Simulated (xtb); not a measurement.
xtb input (GFN2-xTB):

```bash
xtb mol.xyz --gfn 2 --ohess tight --chrg -1 --uhf 0
```
mol.xyz:
```
5

Si     0.02626595     0.00203277    -0.00382121
F     -0.09596055    -0.58929470     1.53957530
F     -0.29522701     1.63425941    -0.00421847
F     -1.12100976    -0.80363647    -1.00214658
O      1.55064698    -0.22509131    -0.60769869
```

End of the output:

```
           -------------------------------------------------
          | TOTAL ENERGY              -20.479800627313 Eh   |
          | TOTAL ENTHALPY            -20.462184243557 Eh   |
          | TOTAL FREE ENERGY         -20.496512138339 Eh   |
          | GRADIENT NORM               0.000293856299 Eh/α |
          | HOMO-LUMO GAP               9.634932583300 eV   |
           -------------------------------------------------

------------------------------------------------------------------------
------------------------------------------------------------------------
 total:
 SCF:
 ANC optimizer:
 analytical hessian:
Note: The following floating-point exceptions are signalling: IEEE_DENORMAL
normal termination of xtb
```

It need not be the lowest isomer of its formula. Whether it binds its extra electron was not tested at this geometry.
